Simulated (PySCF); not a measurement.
## How methods differ on the ionisation energy of Ta

Ta [Xe] 4f14 5d3 6s2 [5d3/2^3, M_J = 3/2] → Ta⁺ [Xe] 4f14 5d3 6s1 [5d3/2^3 6s1/2^1, M_J = 1], as a difference of total energies. All numbers are calculated (PySCF 2.14, the two-component X2C-1e Hamiltonian, in x2c-TZVPall-2c with one added diffuse shell each of s, p, d type (12s12p11d2f, 117 functions)). "Screened" scales the spin-orbit matrix elements by Boettger's factors to mimic the two-electron term; Breit and QED terms are absent.

```json
{"method": "GHF (spin-free)", "ionisation energy (eV)": "5.789", "error (eV)": "-1.761"}
{"method": "GHF (screened spin-orbit)", "ionisation energy (eV)": "5.788", "error (eV)": "-1.762"}
```

Reference: 7.550 eV (measured; NIST Atomic Spectra Database, ionization energies).

The spin-free rows relax to the high-spin LS determinant and lack the spin-orbit shift.

Errors of the correlated levels include the incompleteness of this basis and the frozen core.

The labels give the starting determinants; with spin-orbit coupling the two ends relaxed to ⟨J²⟩ = 6.05, ⟨L²⟩ = 11.95, ⟨S²⟩ = 3.79 and ⟨J²⟩ = 5.39, ⟨L²⟩ = 11.99, ⟨S²⟩ = 6.02.

The determinant of Ta and of Ta⁺ mixes levels of different J (the jj label is only the starting occupation), so the difference between spin-free and spin-orbit rows is not the physical spin-orbit shift.
